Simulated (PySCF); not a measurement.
C2H6BClO, SMILES O(C)B(C)Cl. Atoms are numbered in the order given.

```xyz
11

B     -0.0867     0.0695     0.1798
Cl     1.0091     1.4826     0.1117
C     -1.1124    -0.0174     1.3685
H     -1.7347    -0.9241     1.3849
H     -1.7841     0.8574     1.3324
H     -0.5772     0.0544     2.3299
O      0.0698    -0.8083    -0.8245
C     -0.6606    -1.9996    -1.0275
H     -1.3246    -1.8783    -1.8984
H      0.0478    -2.8139    -1.2430
H     -1.2688    -2.2788    -0.1532
```

The structure is a stationary point at B3LYP-D3(BJ)/def2-SVP. The structure was generated by enumeration, and PubChem lists no compound with its InChIKey, so it may never have been made. The values are those of a single conformer.

All values below come from PBE/pcSseg-1 in PySCF.

GIAO shieldings, no solvent; atoms alike by connectivity are averaged. δ = σ(ref) − σ: ¹¹B against BF3 (σ = 83.9 ppm); ³⁵Cl against HCl (σ = 936.5 ppm); ¹³C against TMS (σ = 182.0 ppm); ¹H against TMS (σ = 31.49 ppm); ¹⁷O against H2O (σ = 334.3 ppm), references at their B3LYP-D3(BJ)/def2-TZVP geometries, non-relativistic (without spin–orbit terms, shifts of atoms bonded to Cl or Br come out too high).

```tsv
nucleus	atoms	count	δ (ppm)
¹¹B	B1	1	30.9
³⁵Cl	Cl2	1	177.9
¹³C	C8	1	60.1
¹³C	C3	1	2.4
¹H	H9, H10, H11	3	4.32
¹H	H4, H5, H6	3	0.88
¹⁷O	O7	1	188.3
```
